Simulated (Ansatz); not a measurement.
Input for Ansatz (development build ahead of 0.2.0):

```yaml
crystal:
  periodic: [false, false, false]
  atoms:
    - { symbol: Co, position_ang: [0.0, 0.0, 0.0] }
    - { symbol: F, position_ang: [0.0, 1.5821, 0.5758] }
    - { symbol: Si, position_ang: [0.0, -2.0489, 0.7457] }
basis:
  gaussian: { orbitals: pcseg-2 }
magnetization:
  spin_polarized: true
  initial_magnetization: 2
hamiltonian:
  xc: pbe0
```

The input is written out in the form of the current development build from the run's settings.

The run gave:

```yaml
Converged: yes
Total_energy: -1771.68814 hartree
Spin_squared_of_the_determinant: 3.052
Stability_test: minimum
```

Caution: another spin multiplicity may lie lower; the unrestricted determinant is a mixture of spin states.
